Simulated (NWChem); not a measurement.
Species: TiH$_{4}$S; SMILES [SH][TiH3]

Problem. Give the equilibrium geometry at PBE0/def2-SVP (NWChem) as a Z-matrix, with the point group.

Solution. point group Cs; any orientation.
```
Ti
H 1 1.6840
H 1 1.6842 2 110.11
H 1 1.6924 2 111.56 3 -124.30
S 1 2.2344 2 108.28 3 118.12
H 5 1.3672 1 79.97 2 120.67
```
